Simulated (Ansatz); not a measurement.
Cd2O2⁻. Total charge -1; doublet. Geometry PBE0-D4/def2-TZVPD; atoms count from 1.

```xyz
4

Cd   -1.2117   -0.5303   -0.4494
Cd    1.2116    0.5303    0.4495
O    -0.0574   -0.9484    1.2736
O     0.0574    0.9483   -1.2737
```

In the def2 sets Cd takes a core potential; there is no spin–orbit coupling. Another isomer (doublet) lies 0.49 eV lower at PBE0-D4/def2-TZVPD; other spin states weren't run for this one.

Estimate the Mulliken populations from the PBE0/def2-TZVPD orbitals of Ansatz.


| atom | charge (e) | spin (α − β) | d electrons |
| --- | --- | --- | --- |
| Cd1 | 0.40 | 0.60 | 9.97 |
| Cd2 | 0.40 | 0.60 | 9.97 |
| O3 | -0.90 | -0.10 | – |
| O4 | -0.90 | -0.10 | – |
Mulliken values depend strongly on the basis. With diffuse functions, as here, like atoms can get unlike values, and bond orders can come out too low or too high.

Where does the spin sit?

Summed by element: Cd 1.20, O -0.20, of 1 unpaired in all. Largest on single atoms: Cd1 0.60, Cd2 0.60, O4 -0.10.

And the Mayer bond orders between heavy atoms (over 0.3)?

Cd1–Cd2 0.49 (2.79 Å); Cd1–O3 0.50 (2.12 Å); Cd1–O4 0.50 (2.12 Å); Cd2–O3 0.50 (2.12 Å); Cd2–O4 0.50 (2.12 Å).
